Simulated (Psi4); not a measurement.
CH$_{7}$BrN$_{2}$Si (SMILES C[Si](N)(N)Br), singlet, at a GFN2-xTB geometry; R2SCAN/def2-SVP (Psi4).

Input for Psi4:
```
memory 2 GB

molecule {
0 1
C     1.86069045    0.65105999   -1.22529330
Si    0.16769545    0.71880208   -0.39956185
N    -1.04013236    0.77323742   -1.61962738
N     0.22132743    1.86676164    0.87702875
Br   -0.33244247   -1.16820955    0.67964035
H     1.90911661   -0.15117585   -1.95432301
H     2.07517435    1.58137653   -1.74113786
H     2.64647080    0.48801588   -0.49496625
H    -1.99149674    0.49951052   -1.44237522
H    -0.97417974    1.39240531   -2.40719048
H    -0.43443187    1.84928653    1.63933663
H     0.62458863    2.77833290    0.75706010
}

set {
  basis def2-svp
}

energy('r2scan')
print_variables()
```

### Question
What does Psi4 print? Leave out banner, timings and long lists.

### Answer

```
   => Loading Basis Set <=

    Name: DEF2-SVP
    Role: ORBITAL
    Keyword: BASIS

         ---------------------------------------------------------
                                   SCF
               by Justin Turney, Rob Parrish, Andy Simmonett
                          and Daniel G. A. Smith
                              RKS Reference
         ---------------------------------------------------------

  ==> Geometry <==

    Molecular point group: c1
    Full point group: C1

    Geometry (in Angstrom), charge = 0, multiplicity = 1:

       Center              X                  Y                   Z               Mass
    ------------   -----------------  -----------------  -----------------  -----------------
         C            1.904834794622     0.773164098979    -1.301078714545    12.000000000000
         SI           0.211839794622     0.840906188979    -0.475347264545    27.976926534650
         N           -0.995988015378     0.895341528979    -1.695412794545    14.003074004430
         N            0.265471774622     1.988865748979     0.801243335455    14.003074004430
         BR          -0.288298125378    -1.046105441021     0.603854935455    78.918337600000
         H            1.953260954622    -0.029071741021    -2.030108424545     1.007825032230
         H            2.119318694622     1.703480638979    -1.816923274545     1.007825032230
         H            2.690615144622     0.610119988979    -0.570751664545     1.007825032230
         H           -1.947352395378     0.621614628979    -1.518160634545     1.007825032230
         H           -0.930035395378     1.514509418979    -2.482975894545     1.007825032230
         H           -0.390287525378     1.971390638979     1.563551215455     1.007825032230
         H            0.668732974622     2.900437008979     0.681274685455     1.007825032230

  Running in c1 symmetry.

  Rotational constants: A =      0.11278  B =      0.05100  C =      0.04974 [cm^-1]
  Rotational constants: A =   3381.09929  B =   1529.02109  C =   1491.12223 [MHz]
  Nuclear repulsion =  438.602907299973936

  Charge       = 0
  Multiplicity = 1
  Electrons    = 76
  Nalpha       = 38
  Nbeta        = 38

  ==> Algorithm <==

  SCF Algorithm Type is DF.
  DIIS enabled.
  MOM disabled.
  Fractional occupation disabled.
  Guess Type is SAD.
  Energy threshold   = 1.00e-06
  Density threshold  = 1.00e-06
  Integral threshold = 1.00e-12

  ==> Primary Basis <==

  Basis Set: DEF2-SVP
    Blend: DEF2-SVP
[...]
   @DF-RKS iter   4: -3014.95791500121186   -2.01114e-02   4.76175e-04 DIIS/ADIIS
   @DF-RKS iter   5: -3014.95921071335852   -1.29571e-03   1.46735e-04 DIIS/ADIIS
   @DF-RKS iter   6: -3014.95939904185161   -1.88328e-04   2.91891e-05 DIIS
   @DF-RKS iter   7: -3014.95940564773082   -6.60588e-06   7.06929e-06 DIIS
   @DF-RKS iter   8: -3014.95940610182015   -4.54089e-07   1.50456e-06 DIIS
   @DF-RKS iter   9: -3014.95940612312370   -2.13035e-08   5.87156e-07 DIIS
  Energy and wave function converged.

  ==> Post-Iterations <==

   Electrons on quadrature grid:
      Ntotal   =   76.0000369339 ; deviation = 3.693e-05

    Orbital Energies [Eh]
    ---------------------

    Doubly Occupied:

[...]
    Virtual:

[...]
    Final Occupation by Irrep:
              A
    DOCC [    38 ]
    NA   [    38 ]
    NB   [    38 ]

  @DF-RKS Final Energy: -3014.95940612312370

   => Energetics <=

    Nuclear Repulsion Energy =            438.6029072999739356
    One-Electron Energy =               -5063.2594576686260552
    Two-Electron Energy =                1743.8551556693880684
    DFT Exchange-Correlation Energy =    -134.1580114238594774
    Empirical Dispersion Energy =           0.0000000000000000
    VV10 Nonlocal Energy =                  0.0000000000000000
    Total Energy =                      -3014.9594061231236992

Computation Completed

Properties will be evaluated at   0.000000,   0.000000,   0.000000 [a0]

Properties computed using the SCF density matrix

 Multipole Moments:

 ------------------------------------------------------------------------------------
     Multipole            Electronic (a.u.)      Nuclear  (a.u.)        Total (a.u.)
 ------------------------------------------------------------------------------------

 L = 1.  Multiply by 2.5417464519 to convert [e a0] to [Debye]
 Dipole X            :         -6.4962476            6.3399750           -0.1562726
 Dipole Y            :        -16.2895748           17.5364928            1.2469180
 Dipole Z            :         10.4170532          -10.8842394           -0.4671863
 Magnitude           :                                                    1.3407045

 ------------------------------------------------------------------------------------

  Variable Map:
  ----------------------------------------------------------------------------
[...]
  Array Variable Map:
  ----------------------------------------------------------------------------
[...]
[...]
```
